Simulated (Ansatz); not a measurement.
CH₄O₃SW, SMILES `C[O][W](=[O])([OH])=[S]` at its PBE0-D4/def2-TZVP geometry, where that method's forces vanish. The species carries charge 0 and has multiplicity 1. W: def2 effective core potential.

```json
{"atom": "C1", "x (Å)": "0.8157", "y (Å)": "1.3017", "z (Å)": "1.1281"}
{"atom": "O2", "x (Å)": "0.4377", "y (Å)": "0.0401", "z (Å)": "0.6268"}
{"atom": "W3", "x (Å)": "-0.7341", "y (Å)": "-0.7580", "z (Å)": "-0.5563"}
{"atom": "O4", "x (Å)": "-1.7691", "y (Å)": "-1.7934", "z (Å)": "0.3087"}
{"atom": "O5", "x (Å)": "0.2155", "y (Å)": "-1.7369", "z (Å)": "-1.8509"}
{"atom": "S6", "x (Å)": "-1.8922", "y (Å)": "0.7709", "z (Å)": "-1.5049"}
{"atom": "H7", "x (Å)": "1.9024", "y (Å)": "1.3891", "z (Å)": "1.0696"}
{"atom": "H8", "x (Å)": "0.5035", "y (Å)": "1.3799", "z (Å)": "2.1716"}
{"atom": "H9", "x (Å)": "0.3503", "y (Å)": "2.0987", "z (Å)": "0.5435"}
{"atom": "H10", "x (Å)": "0.1703", "y (Å)": "-2.6922", "z (Å)": "-1.9361"}
```

Q: For each bond, give half the difference of the two atoms' forces along it (eV/Å; positive pushes the atoms apart) under PBE-D4, r2SCAN-D4, B3LYP-D4, ωB97M-V in def2-TZVPP. (Best estimate.)

A: The calculation gave: 
```csv
bond,length (Å),PBE-D4,r2SCAN-D4,B3LYP-D4,ωB97M-V
C1–O2,1.409,0.06,0.21,0.19,0.36
C1–H7,1.092,0.10,-0.06,-0.10,-0.13
C1–H8,1.092,0.09,-0.06,-0.09,-0.12
C1–H9,1.093,0.10,-0.06,-0.08,-0.10
O2–W3,1.847,0.03,-0.04,0.03,-0.01
W3–O4,1.701,0.86,0.42,0.33,-0.38
W3–O5,1.880,-0.02,-0.01,0.12,0.15
W3–S6,2.140,0.32,0.19,0.25,-0.14
O5–H10,0.960,0.30,-0.01,-0.07,-0.05
```

B3LYP here is the variant with VWN-RPA as its local correlation; programs differ in this.

Results of the Gaussian-basis code of Ansatz.
